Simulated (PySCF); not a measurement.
Peak assignment

Atoms are numbered as in `[CH3:1][C:2](=[O:3])[Si@@H:4]1[CH:5]=[CH:6][CH2:7][NH:8]1`. Hydrogens are named by the atom that carries them. Ha(C7) is cis to C2 on the ring; Hb(C7) is trans to C2 on the ring.

Computed data (PySCF 2.14.0 with density-fitted response routines): shieldings: GIAO PBE0/pcSseg-1, geometry: GFN2-xTB. No solvent model, non-relativistic Hamiltonian, averaged over atoms made equivalent by symmetry, fast rotation or ring inversion, one conformer.

Chemical shifts δ = σref − σ; TMS for ¹³C (σref 186.93), ¹H (σref 31.72), all at this level.

(1) Assign these signals to the numbered atoms. ¹³C{¹H} NMR (computed): δ 247.8, 158.9, 131.5, 58.5, 39.1.

(2) Assign these signals to the numbered atoms. ¹H NMR (400 MHz, computed): δ 7.36 (m, 1H), 6.18 (m, 1H), 5.03 (m, 1H), 4.37 (m, 1H), 4.30 (m, 1H), 2.52 (s, 3H), 0.70 (br s, 1H).

## Answers

(1) 
247.8 → C2, carbonyl carbon
158.9 → C6, alkene CH: as expected for a trigonal carbon in a double bond
131.5 → C5, alkene CH
58.5 → C7, allylic sp3 CH2 bonded to N: pulled downfield by the heteroatom
39.1 → C1, methyl carbon α to a carbonyl: α to the electron-withdrawing carbonyl group

(2) 
| δ (ppm) | atoms | environment | reason |
| --- | --- | --- | --- |
| 7.36 | H(C6) | hydrogen on an alkene CH | a vinylic proton, deshielded by the sp2 carbon and the C=C anisotropy |
| 6.18 | H(C5) | hydrogen on an alkene CH | – |
| 5.03 | H(Si4) | hydrogen on a silicon bonded to 2 C, N, in a 5-membered ring | – |
| 4.37 | Ha(C7) | hydrogen on an allylic sp3 CH2 bonded to N | its carbon carries N, which withdraws density |
| 4.30 | Hb(C7) | hydrogen on an allylic sp3 CH2 bonded to N | – |
| 2.52 | H(C1) | hydrogen on a methyl carbon α to a carbonyl | α to C=O |
| 0.70 | H(N8) | hydrogen on a nitrogen bonded to C, Si, in a 5-membered ring | exchangeable; this is the value without hydrogen bonding to other molecules |

Ha(C7) and Hb(C7) lie closer than the usual error of such a calculation, so a measured spectrum could show them in the other order.

OH and NH positions are those of a molecule without intermolecular hydrogen bonds; in solution they move with solvent, concentration and temperature, and exchange usually removes their couplings. Shifts are as computed. Against solution values, carbons near 30 ppm lie about +3 ppm off and those near 130 ppm about +5 ppm. Of 1309 compounds with measured shifts, 239 miss one by over three times the rms of a fit or turn the order of signals round; such compounds aren't used in these exercises. No couplings were computed; multiplicities are counted from neighbouring protons, with m where these are inequivalent, close in shift, in a saturated or five-membered ring or joined by F or P, and br s for small geminal =CH2 splittings.
